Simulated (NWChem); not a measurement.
System: CH$_{4}$GeO$_{2}$, singlet; SMILES [O](C)[Ge][OH]

NWChem printed, in part:

```
             Northwest Computational Chemistry Package (NWChem) 7.3.0
             --------------------------------------------------------

 C1  symmetry detected

                             Geometry "geometry" -> ""
                             -------------------------

 Output coordinates in angstroms (scale by  1.889725989 to convert to a.u.)

  No.       Tag          Charge          X              Y              Z
 ---- ---------------- ---------- -------------- -------------- --------------
    1 Ge                  32.0000     0.39657757    -0.66990716     0.00028181
    2 O                    8.0000    -1.34619054    -1.02706257     0.00002066
    3 H                    1.0000    -2.06718093    -0.40053123    -0.00689133
    4 O                    8.0000     0.47665258     1.10768689    -0.00201043
    5 C                    6.0000    -0.33758246     2.25028273     0.00122843
    6 H                    1.0000    -1.40131891     1.99672904     0.05956832
    7 H                    1.0000    -0.07759379     2.87290274     0.86098225
    8 H                    1.0000    -0.16259033     2.82123762    -0.91412970

 Effective nuclear repulsion energy (a.u.)     271.5108537686

                                Z-matrix (autoz)
                                --------

 Units are Angstrom for bonds and degrees for angles

      Type          Name      I     J     K     L     M      Value
      ----------- --------  ----- ----- ----- ----- ----- ----------
    1 Stretch                  1     2                       1.77899
    2 Stretch                  1     4                       1.77940
    3 Stretch                  2     3                       0.95520
    4 Stretch                  4     5                       1.40304
    5 Stretch                  5     6                       1.09509
    6 Stretch                  5     7                       1.09290
    7 Stretch                  5     8                       1.09293
    8 Bend                     1     2     3               127.42712
    9 Bend                     1     4     5               141.94584
   10 Bend                     2     1     4               104.16082
   11 Bend                     4     5     6               112.04201
   12 Bend                     4     5     7               109.12955
   13 Bend                     4     5     8               109.30412
   14 Bend                     6     5     7               108.72787
   15 Bend                     6     5     8               108.72967
   16 Bend                     7     5     8               108.85400
   17 Torsion                  1     4     5     6           2.95255
   18 Torsion                  1     4     5     7         123.42165
   19 Torsion                  1     4     5     8        -117.63674
   20 Torsion                  2     1     4     5           0.33616
   21 Torsion                  3     2     1     4           0.43741

                           NWChem Geometry Optimization
                           ----------------------------

 maximum gradient threshold         (gmax) =   0.000450
 rms gradient threshold             (grms) =   0.000300
 maximum cartesian step threshold   (xmax) =   0.001800
 rms cartesian step threshold       (xrms) =   0.001200
 fixed trust radius                (trust) =   0.300000
 source of zmatrix                         =   autoz

          -------------------
          Energy Minimization
          -------------------

 Using diagonal initial Hessian
 Scaling for Hessian diagonals: bonds = 1.00  angles = 0.25  torsions = 0.10

          --------
          Step   0

                                 NWChem DFT Module
                                 -----------------

[...]

      ----------------------
      Optimization converged
      ----------------------

  Step       Energy      Delta E   Gmax     Grms     Xrms     Xmax
  ---- ---------------- -------- -------- -------- -------- --------
@   24   -2267.11804127 -9.3D-08  0.00002  0.00001  0.00040  0.00129
                                     ok       ok       ok       ok

                                Z-matrix (autoz)
                                --------

 Units are Angstrom for bonds and degrees for angles

      Type          Name      I     J     K     L     M      Value     Gradient
      ----------- --------  ----- ----- ----- ----- ----- ---------- ----------
    1 Stretch                  1     2                       1.78904    0.00001
    2 Stretch                  1     4                       1.79471   -0.00000
    3 Stretch                  2     3                       0.96503    0.00000
    4 Stretch                  4     5                       1.39530   -0.00001
    5 Stretch                  5     6                       1.10839    0.00001
    6 Stretch                  5     7                       1.10226   -0.00000
    7 Stretch                  5     8                       1.10635    0.00000
    8 Bend                     1     2     3               117.99362    0.00000
    9 Bend                     1     4     5               128.85059    0.00002
   10 Bend                     2     1     4               100.86070    0.00001
   11 Bend                     4     5     6               113.01690    0.00001
   12 Bend                     4     5     7               109.40081   -0.00000
   13 Bend                     4     5     8               112.02007   -0.00000
   14 Bend                     6     5     7               107.00674    0.00000
   15 Bend                     6     5     8               107.76564   -0.00001
   16 Bend                     7     5     8               107.35763    0.00000
   17 Torsion                  1     4     5     6          43.13900   -0.00000
   18 Torsion                  1     4     5     7         162.25137    0.00000
   19 Torsion                  1     4     5     8         -78.82696    0.00000
   20 Torsion                  2     1     4     5           1.51094    0.00001
   21 Torsion                  3     2     1     4           1.71123   -0.00000

                         Geometry "geometry" -> "geometry"
                         ---------------------------------

 Output coordinates in angstroms (scale by  1.889725989 to convert to a.u.)

[...]

 Rotational Constants
 --------------------
 A=   0.297954 cm-1  (  0.428680 K)
 B=   0.124473 cm-1  (  0.179085 K)
 C=   0.089300 cm-1  (  0.128479 K)

 Temperature                      =   298.15K
 frequency scaling parameter      =   1.0000

 Zero-Point correction to Energy  =   34.511 kcal/mol  (  0.054996 au)
 Thermal correction to Energy     =   38.278 kcal/mol  (  0.060999 au)
 Thermal correction to Enthalpy   =   38.870 kcal/mol  (  0.061943 au)

 Total Entropy                    =   78.993 cal/mol-K
   - Translational                =   40.291 cal/mol-K (mol. weight = 121.9430)
   - Rotational                   =   25.680 cal/mol-K (symmetry #  =        1)
   - Vibrational                  =   13.023 cal/mol-K

 Cv (constant volume heat capacity) =   18.293 cal/mol-K
   - Translational                  =    2.979 cal/mol-K
   - Rotational                     =    2.979 cal/mol-K
   - Vibrational                    =   12.334 cal/mol-K

[normal modes left out]

 ----------------------------------------------------------------------------
 Normal Eigenvalue ||           Projected Infra Red Intensities
  Mode   [cm**-1]  || [atomic units] [(debye/angs)**2] [(KM/mol)] [arbitrary]
 ------ ---------- || -------------- ----------------- ---------- -----------
    1        0.000 ||    0.000461           0.011         0.449       0.119
    2        0.000 ||    0.000443           0.010         0.432       0.115
    3        0.000 ||    0.000184           0.004         0.180       0.048
    4        0.000 ||    0.000056           0.001         0.055       0.014
    5        0.000 ||    0.000376           0.009         0.367       0.097
    6        0.000 ||    0.000449           0.010         0.437       0.116
    7       49.750 ||    0.000275           0.006         0.268       0.071
    8      161.422 ||    0.002972           0.069         2.897       0.770
    9      186.358 ||    0.004264           0.098         4.156       1.105
   10      321.049 ||    0.025213           0.582        24.579       6.533
   11      423.292 ||    0.137909           3.182       134.441      35.734
   12      588.575 ||    0.080385           1.855        78.363      20.829
   13      685.292 ||    0.112578           2.597       109.746      29.170
   14      757.939 ||    0.081214           1.874        79.171      21.043
   15     1145.564 ||    0.171003           3.945       166.703      44.309
   16     1169.853 ||    0.001127           0.026         1.099       0.292
   17     1195.904 ||    0.078491           1.811        76.517      20.338
   18     1465.327 ||    0.015020           0.347        14.642       3.892
   19     1470.456 ||    0.008004           0.185         7.802       2.074
   20     1479.159 ||    0.005873           0.135         5.725       1.522
   21     2990.934 ||    0.070319           1.622        68.550      18.220
   22     3067.499 ||    0.051122           1.179        49.837      13.246
   23     3117.235 ||    0.029417           0.679        28.677       7.622
   24     3876.403 ||    0.049084           1.132        47.850      12.718
 ----------------------------------------------------------------------------
```

Level: PBE0/def2-SVP. Low-valent species are run as closed-shell singlets; no triplet was tried in these runs.

Problem. Which NWChem input produces such a log?

Solution. This is not unique; one that fits is the input that was run:
```
start job
memory heap 200 mb stack 900 mb global 1100 mb
geometry units angstroms
  Ge    -0.105811     0.092745     0.640582
  O     -1.066376     1.263496    -0.292937
  H     -1.110735     1.351655    -1.243030
  O      0.751335    -0.853657    -0.598725
  C      0.910892    -0.967046    -1.988041
  H      0.352609    -0.196498    -2.530078
  H      1.971085    -0.871844    -2.235738
  H      0.559066    -1.949400    -2.313143
end
basis spherical
  * library def2-svp
end
dft
  xc pbe0
  iterations 150
end
driver
  maxiter 120
end
task dft optimize
task dft freq
```
